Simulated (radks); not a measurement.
Results of a calculation; reference values are marked as such.
The antimony anion Sb- inside a hard spherical wall (all orbitals vanish at R), configuration held at [Kr] 4d10 5s2 5p4 and not refilled when levels cross. Code: a radial shooting solver on a logarithmic mesh with Libxc functionals. Model: scalar-relativistic Kohn-Sham, PBEsol, spin-polarised, spherical densities, finite nucleus; open shells are filled with parallel spins first (spin-orbit coupling, left out, can overturn this in heavy ions); Fermi nuclear charge, rms radius 4.6802 fm. Eigenvalues in eV for spin up, with the zero of energy where the potential of the charges vanishes at infinity; a dash marks a level that is unbound or too diffuse for the functional's potential to be trusted. A positive occupied level is held by the wall or, in an anion where self-interaction has pushed it up, behind a barrier. The pressure on the wall is -dE/dV.

[
 {"R (bohr)": "20", "E (hartree)": "-6478.53137", "kinetic (hartree)": "6774.903", "e(4p)": "-95.075", "e(4d)": "-26.939", "e(5s)": "-7.061", "e(5p)": "0.458", "e(6s, empty)": "2.142", "e(5d, empty)": "2.758", "pressure (GPa)": "0.000210"},
 {"R (bohr)": "12", "E (hartree)": "-6478.52979", "kinetic (hartree)": "6774.909", "e(4p)": "-94.856", "e(4d)": "-26.720", "e(5s)": "-6.849", "e(5p)": "0.642", "e(6s, empty)": "3.374", "e(5d, empty)": "4.847", "pressure (GPa)": "0.0135"},
 {"R (bohr)": "10", "E (hartree)": "-6478.52636", "kinetic (hartree)": "6774.926", "e(4p)": "-94.604", "e(4d)": "-26.468", "e(5s)": "-6.626", "e(5p)": "0.841", "e(6s, empty)": "4.279", "e(5d, empty)": "5.911", "pressure (GPa)": "0.0740"},
 {"R (bohr)": "5", "E (hartree)": "-6478.23972", "kinetic (hartree)": "6776.139", "e(4p)": "-88.751", "e(4d)": "-20.724", "e(5s)": "-2.128", "e(5p)": "5.904", "e(6s, empty)": "21.181", "e(5d, empty)": "16.637", "pressure (GPa)": "28.9"},
 {"R (bohr)": "3.5", "E (hartree)": "-6476.81278", "kinetic (hartree)": "6781.273", "e(4p)": "-77.721", "e(4d)": "-10.181", "e(5s)": "8.246", "e(5p)": "19.027", "e(6s, empty)": "61.352", "e(5d, empty)": "37.601", "pressure (GPa)": "440"},
 {"R (bohr)": "2.5", "E (hartree)": "-6470.61783", "kinetic (hartree)": "6802.253", "e(4p)": "-55.165", "e(4d)": "11.414", "e(5s)": "40.246", "e(5p)": "58.100", "e(6s, empty)": "166.76", "e(5d, empty)": "91.291", "pressure (GPa)": "5250"}
]
